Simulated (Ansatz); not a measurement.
Computed with Ansatz on PBE0-D4/def2-TZVP structures; ΔE is electronic, products minus reactants. CCSD(T)/CBS is the MP2 limit (def2-TZVPP, def2-QZVPP) plus CCSD(T) − MP2 in def2-TZVPP, frozen cores. This one scheme is used for every species, atoms too. Functionals use def2-TZVPP. Open shells (•) are unrestricted, without spin–orbit coupling. Spin–orbit coupling would lower the free atoms: a little for F. def2 core potentials past Kr. For Sb outer-core shells are correlated without core-valence functions, so the limit isn't a true one: a few kJ/mol of doubt a bond, and 10 to 20 or more in all where bonds break to atoms.

Consider the homolysis of the F–Sb bond: `[F][Sb]([F])[SiH3]` → F• + `[F][Sb][SiH3]`•.

```tsv
level	ΔE (kcal/mol)
LDA (SPW92)	130.7
r2SCANh-D4	103.7
BHLYP-D4	96.9
PBE-QIDH	102.7
BLYP	108.7
r2SCAN0	99.4
LC-ωPBE	106.1
HF/def2-SVP	59.3
```

Task: What does CCSD(T)/CBS give? (Best estimate.)

Result: Computed: +110.0 kcal/mol. The listed levels differ from it by 20.7, -6.3, -13.1, -7.3, -1.3, -10.6, -3.9, -50.7 kcal/mol.

Largest T1 diagnostic among the species: 0.016.

In def2-TZVPP, CCSD(T) changes the Hartree–Fock value by +38.4 kcal/mol (the triples alone add +3.3 kcal/mol) and MP2 by +45.5 kcal/mol; breaking electron pairs costs correlation energy, which Hartree–Fock lacks. At CCSD(T), def2-SVP lies −16.6 kcal/mol from the extrapolated value and def2-TZVPP −7.0 kcal/mol: correlation converges slowly with the basis, and small sets miss more of it in the bonded molecule than in its fragments. From PBE to PBE0 (25 % exact exchange), in def2-TZVPP and without D4, ΔE moves by −7.8 kcal/mol: exact exchange takes away binding that semilocal exchange gives to molecules.

CCSD(T)/CBS has its own doubt, a few kJ/mol and more with outer-core shells, so smaller differences from it don't rank the levels.
